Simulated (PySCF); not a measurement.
PySCF 2.14 output of an unrestricted PBE calculation on a single atom or ion in def2-QZVPP with the def2 core potential (28 electrons) (7s5p4d4f2g, 88 functions), with scalar relativity through the core potential:

```
SCF conv_tol = 1e-09
number electrons alpha = 10  beta = 8
    J. P. Perdew, K. Burke, and M. Ernzerhof.,  Phys. Rev. Lett. 77, 3865 (1996)
    J. P. Perdew, K. Burke, and M. Ernzerhof.,  Phys. Rev. Lett. 78, 1396 (1997)
    J. P. Perdew, K. Burke, and M. Ernzerhof.,  Phys. Rev. Lett. 77, 3865 (1996)
    J. P. Perdew, K. Burke, and M. Ernzerhof.,  Phys. Rev. Lett. 78, 1396 (1997)
cycle= 1 E= -127.717626964832  delta_E= -0.00962  |g|= 0.126  |ddm|= 0.279
cycle= 2 E= -127.710934099537  delta_E= 0.00669  |g|= 0.202  |ddm|= 0.162
cycle= 3 E= -127.722436973806  delta_E= -0.0115  |g|= 0.00508  |ddm|= 0.0886
cycle= 4 E= -127.722443946768  delta_E= -6.97e-06  |g|= 0.000328  |ddm|= 0.00266
cycle= 5 E= -127.722443990013  delta_E= -4.32e-08  |g|= 0.000174  |ddm|= 0.000686
cycle= 6 E= -127.722444001452  delta_E= -1.14e-08  |g|= 1.71e-05  |ddm|= 0.000189
cycle= 7 E= -127.722444001572  delta_E= -1.2e-10  |g|= 6.83e-07  |ddm|= 1.2e-05
converged SCF energy = -127.722444001572  <S^2> = 2.0005227  2S+1 = 3.0003484
```

The run itself started from symmetry-adapted Hartree-Fock orbitals and held the occupation by maximum overlap, on a logarithmic radial grid, so the iterations belong to that start.

Q: Which element, charge and spin multiplicity is this?

A: Pd (palladium, neutral), multiplicity 3; the state was [Kr] 4d9 5p1, one real determinant (an excited configuration).

⟨L²⟩ = 8.03 against 12 for a pure F term, so this real determinant mixes terms. Energies and moments cover only the electrons outside the core potential.
